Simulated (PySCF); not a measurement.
**GeSe and its ions**

PBE0; Ge def2-TZVPPD, Se def2-TZVPPD; no relativity (PySCF 2.14). Neutral (UKS): singlet (closed shell), Re = 2.140 Å, ωe = 416 cm⁻¹, De = 5.14 eV, HOMO -7.62 eV, LUMO -2.50 eV.

GeSe⁺ (UKS): doublet (π ↑), Re = 2.293 Å, ωe = 330 cm⁻¹, De = 3.54 eV to Ge⁺ + Se. The energies at the minima are -4478.04968 hartree for GeSe and -4477.69904 for GeSe⁺.

Question: Work out the adiabatic ionisation energy, without and with harmonic zero-point energies (1 hartree = 27.2114 eV, 1 eV = 8065.5 cm⁻¹), and the change of the bond length.

Answer: At PBE0: 0.35064 hartree = 9.541 eV between the minima; the zero-point term (330.0 − 416.0)/2 cm⁻¹ = -0.005 eV makes it 9.536 eV. Re changes by +15.3 pm against the neutral. Minus the HOMO energy is 7.62 eV, -1.92 eV from the value between the minima; self-interaction puts the Kohn–Sham level too high, less so with exact exchange. The electron leaves a π orbital, and the longer bond of the ion fits a bonding orbital, or a change in how ionic the bond is.

GeSe⁻ (UKS): doublet (π ↑), Re = 2.254 Å, ωe = 335 cm⁻¹, De = 3.86 eV to Ge + Se⁻. The energies at the minima are -4478.04968 hartree for GeSe and -4478.07821 for GeSe⁻.

Question: Work out the adiabatic electron affinity, without and with harmonic zero-point energies (1 hartree = 27.2114 eV, 1 eV = 8065.5 cm⁻¹), and the change of the bond length.

Answer: At PBE0: 0.02853 hartree = 0.776 eV between the minima; the zero-point term (416.0 − 335.0)/2 cm⁻¹ = +0.005 eV makes it 0.781 eV. Re changes by +11.4 pm against the neutral. The electron enters a π orbital, and the longer bond of the ion fits an antibonding orbital, or a change in how ionic the bond is.

Spin–orbit coupling is left out. For an ion De counts to the pair picked by the measured ionisation energies or electron affinities, which need not be the lowest pair at this level. The highest Kohn–Sham level is positive in this anion. Much of that is self-interaction error, but it also means that the finite basis helps to hold the extra electron. States were picked by a PBE0 search and need not be the measured ground states.
